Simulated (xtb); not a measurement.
xtb input:

```bash
xtb mol.xyz --gfn 2 --sp --chrg -1 --uhf 0
```
mol.xyz:
```
13

Si    -0.05449996    -0.09918052     0.12175642
C      1.76215664    -0.22022232    -0.46945102
N     -0.53450731    -0.92096913     1.46891632
N     -0.96360508    -0.46858378    -1.37060494
N     -0.23270221     1.67398427     0.32100221
H      1.93440969     0.33375051    -1.39922094
H      2.44659739     0.17146832     0.29019759
H      2.02797778    -1.26683587    -0.64584595
H     -0.41888595    -1.93037220     1.46072019
H     -0.97286389     0.26506498    -2.07069831
H     -1.91822307    -0.73466627    -1.16476670
H     -1.17449598     1.87599524     0.64615072
H      0.38124571     2.00443681     1.06038461
```

Predict the final energy.

-16.90447 Eh (GFN2-xTB).

It need not be the lowest isomer of its formula. Whether it binds its extra electron was not tested at this geometry.
